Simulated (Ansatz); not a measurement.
Abstraction of F: BOF + C2H3F2Si → BO + C2H3F3Si

Gas-phase species: BOF (fluoro(oxo)borane) `O=BF`, singlet; C2H3F2Si `C=C[Si](F)F`, doublet; BO, doublet; C2H3F3Si `C=C[Si](F)(F)F`, singlet. A radical takes F: the energy is the difference in strength between the B–F bond broken and the Si–F bond made.

Shapes, held fixed at every level: PBE0-D4/def2-TZVP. Flexible molecules stand in one conformer, not always the lowest. Programs: Ansatz 0.2.0. The zero-point and thermal change to 298 K, harmonic and unscaled (PBE0-D4/def2-TZVP), is -1.5 kJ/mol.

```
               level                   kind  ΔH(298 K) (kJ/mol)  less CCSD(T)/CBS estimate
      MP2/def2-TZVPP    perturbation theory               -26.8                       -3.5
       HF/def2-TZVPP           Hartree–Fock               -31.1                       -7.8
    SPW92/def2-TZVPP                    LDA               +18.5                      +41.8
   PBE-D4/def2-TZVPP                    GGA               +14.8                      +38.1
   B2PLYP/def2-TZVPP          double hybrid                -7.1                      +16.2
  CCSD(T)/def2-TZVPP  coupled cluster or CI               -23.2                       +0.1
     CCSD/def2-TZVPP  coupled cluster or CI               -23.7                       -0.4
CCSD(T)/CBS estimate  coupled cluster or CI               -23.3                        0.0
```

The highest level, CCSD(T)/CBS estimate, gives ΔH(298 K) = -23.3 kJ/mol; the levels span -31.1 to +18.5. They disagree on the sign: 2 of 8 are positive. The column of differences is taken from that level and isn't an error. No measured value is set beside it here. Spin contamination: C2H3F2Si (⟨S²⟩ up to 0.81), BO (⟨S²⟩ up to 0.80). Open shells run unrestricted. The CBS estimate extrapolates MP2 from def2-TZVPP and def2-QZVPP and adds CCSD(T) − MP2 in the triple-zeta set, cores frozen.
